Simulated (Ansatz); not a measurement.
Input file for Ansatz (a quantum-chemistry and plane-wave program): U-CCSD(T)/cc-pV(T+d)Z on SH (SMILES [SH+]), 2S+1 = 3, a spin state set in the input, which need not be the lowest. Charge +1. Files ending in .json are basis or fitting sets from the Basis Set Exchange.

Ansatz 0.2 input:
```yaml
crystal:
  periodic: [false, false, false]
  atoms:
    - {symbol: S, position_ang: [-0.00000000, -0.00000000, -0.08065289]}
    - {symbol: H, position_ang: [0.00000000, 0.00000000, 1.29044625]}
basis:
  gaussian:
    orbitals: cc-pV_T+d_Z.json
total_charge: 1
magnetization: {spin_polarized: true, initial_magnetization: 2}
correlation: {method: ccsd_t, electrons: outside_noble_gas}
scf: {omitted_lower_state_checks: [cluster_reference]}
```

It printed:

```
WARN ansatz: RAYON_NUM_THREADS=2 ignored (pool sized by the plan → 2); use --threads N
Functional definition: HF
these checks for a lower state are left out or cut short: cluster_reference
integrals: 0.03 GiB planned
298 factors; integrals over basis functions are off by at most 1.3e-3 eV
mean field: 0.08 GiB planned
mean field evaluation 1: about -10823.4212 eV, gradient 7.2e0 eV
mean field evaluation 2: about -10823.4392 eV, gradient 7.2e0 eV
mean field evaluation 4: about -10823.8368 eV, gradient 9.3e-1 eV
mean field evaluation 8: about -10823.8487 eV, gradient 2.9e-3 eV
mean field -10823.84868353 eV, -397.7691024517 hartree, gradient 2.5e-6 eV, S^2 2.021926; 0 other end points of the search recorded, 0 dependent functions left out
5 core orbitals not correlated
reference -10823.84868353 eV, -397.7691024517 hartree; 4, 2 occupied and 44, 46 virtual orbitals, 298 factors
second order -3.13900976 eV of doubles, -0.00000000 eV of singles
coupled cluster: 0.10 GiB planned
cycle   1  -3.63491882 eV  change   -5.0e-1 eV  update   5.0e-2
cycle   2  -3.82207558 eV  change   -1.9e-1 eV  update   2.0e-2
cycle   3  -3.83270414 eV  change   -1.1e-2 eV  update   5.2e-3
cycle   4  -3.83310145 eV  change   -4.0e-4 eV  update   1.2e-3
cycle   5  -3.83292006 eV  change    1.8e-4 eV  update   4.9e-4
cycle   6  -3.83292461 eV  change   -4.6e-6 eV  update   1.4e-4
cycle   7  -3.83297036 eV  change   -4.6e-5 eV  update   3.1e-5
cycle   8  -3.83296428 eV  change    6.1e-6 eV  update   8.6e-6
cycle   9  -3.83296072 eV  change    3.6e-6 eV  update   2.3e-6
perturbative correction -0.12260347 eV, -0.0045055944 hartree
Total energy: -10827.80424773 eV, -397.9144667547 hartree
Checks for a lower state left out: cluster_reference
```

The run converged.

Cost: around 1.4 core-seconds (rough).
